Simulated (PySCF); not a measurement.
## Ga₃O⁺: adding exact exchange

Base calculation in PySCF with density fitting and no spin–orbit coupling, PBE/def2-SVP (no relativity): singlet, D3h, O–Ga 2.007 Å (×3); wavenumbers 79 (×2), 167, 218, 437 (×2) cm⁻¹; gap between the highest occupied and lowest empty levels 3.67 eV, polar-tensor charge of O -1.36 e.

Task: What changes on going to PBE0/def2-SVP (no relativity)?

Result: The point group stays the same. Changes: mean bond to O -0.026 Å, highest wavenumber +18 cm⁻¹, lowest wavenumber +4 cm⁻¹, gap between the highest occupied and lowest empty levels +1.66 eV, polar-tensor charge of O -0.03 e. The new structure has O–Ga 1.981 Å (×3), with wavenumbers 83 (×2), 179, 229, 455 (×2) cm⁻¹. Exact exchange shortens and stiffens the bonds and opens the gap, the usual pattern.

Only the bonding shown was studied: isomers, or loss of a ligand pair, can lie lower.
